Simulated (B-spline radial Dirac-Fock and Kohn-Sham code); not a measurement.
# Auger parameter of nitrogen: the K level and its strongest K-LL line

Model: Dirac-Fock ΔSCF + Breit + QED. Program: a radial finite-basis atomic code. The modified Auger parameter α′ is the binding energy plus the kinetic energy of the Auger electron; it does not depend on the energy zero. For free ions it tends to fall with charge, since less charge screens the final holes.

| species | configuration | binding 1s (eV) | Auger line | kinetic (eV) | α′ (eV) |
| --- | --- | --- | --- | --- | --- |
| N³⁻ (Watson 1.241 Å) | [He] 2s2 2p6 | 401.6 | L2L3 J=2 | 372.6 | 774.2 |
| N³⁻ (Watson 1.46 Å) | [He] 2s2 2p6 | 401.0 | L2L3 J=2 | 376.5 | 777.5 |
| N³⁻ (Watson 1.752 Å) | [He] 2s2 2p6 | 400.0 | L2L3 J=2 | 380.5 | 780.5 |

Values without a named source are computed, but for edge energies of neutral atoms, which are taken from tables.
